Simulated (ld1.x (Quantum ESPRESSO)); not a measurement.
# Before and after: PAW potential for titanium (Ti)

ld1.x (Quantum ESPRESSO) 7.5 input, shortened:

```
&input
   title='Ti', zed=22., rel=1, dft='PW91', iswitch=3,
   config='[Ar] 3d2 4s1 4p0'
 /
 &inputp
   pseudotype=3, lpaw=.true., tm=.true., lloc=-1, rcloc=1.40,
   nlcc=.true., new_core_ps=.true., rcore=1.30,
   which_augfun='PSQ', rmatch_augfun_nc=.true.
 /
6
3S  1  0   2.00   0.00  1.30  1.65  0.0
4S  2  0   1.00   0.00  1.30  1.65  0.0
3P  2  1   6.00   0.00  1.85  2.25  0.0
4P  3  1   0.00   0.00  1.85  2.25  0.0
3D  3  2   2.00   0.00  2.10  2.55  0.0
3D  3  2   0.00   1.15  2.10  2.55  0.0
 &test
   configts(1)='3s2 3p6 3d2 4s1 4p0'
 /
```

Change: waves 3d (bound): rcut 2.10, rcutus 2.30 bohr; 3d channel at 1.15 Ry: rcut 2.10, rcutus 2.30 bohr.

Cutoffs: the cutoffs (Ry, on a coarse ladder) from which the occupation-weighted sum of valence levels, in a spherical-Bessel basis at the reference potential, stays within 10 and 1 mRy of its value at 400 Ry; they do not see the model core or the augmentation charge, which bear on the density cutoff. Errors are all-electron minus pseudo energies relative to the spin-unpolarised reference configuration.

Problem. What does the change do?

Solution. The potential gets neither clearly harder nor softer (25 Ry and 35 Ry → 25 Ry and 35 Ry); the s channel sets the loose cutoff, while the largest relative change is in d, which becomes harder; the number of tests that count goes from 6 to 4 (the test run of the changed file stopped, so its transferability is not established); of the 4 tests that both files solve, the error grows in 2 and shrinks in 1 by more than 15 % and 0.3 meV (median size 3.4 → 8.5 meV); neither file shows a bound ghost at the reference potential, the only one tested.

```tsv
quantity	base	changed
cutoff, loose	25 Ry	25 Ry
cutoff, tight	35 Ry	35 Ry
loose cutoff by channel (10 mRy a level)	s 21 Ry, p 15 Ry, d 15 Ry	s 21 Ry, p 15 Ry, d 18 Ry
bound ghosts	none	none
tests counted (converged, no solver errors)	6 of 7	4 of 7 (the test run stopped)
error for 3s2 3p6 3d2 4s2 4p0, meV [ΔE -7.39 eV]	+0.4	+0.6
error for 3s2 3p6 3d2 4s0 4p0, meV [ΔE 13.59 eV]	-0.9	-0.2
error for 3s2 3p6 3d1 4s0 4p0, meV [ΔE 40.64 eV]	-9.5	-23
error for 3s2 3p6 3d1 4s2 4p1, meV [ΔE -2.68 eV]	-6.0	-16
lowest overlap eigenvalue by channel	s 0.06, p 0.74, d 0.83	s 0.06, p 0.74, d 0.83
```

Base: Tests not counted: 3s2 3p6 3d2 4s0 4p2 (solver errors, printed error -1444 eV). ld1.x printed “convergence not achieved” for 4 of the counted tests; their residual had stalled under 1e-8, short of the target of 1e-14. Changed file: ld1.x printed “convergence not achieved” for 2 of the counted tests; their residual had stalled under 1e-8, short of the target of 1e-14.
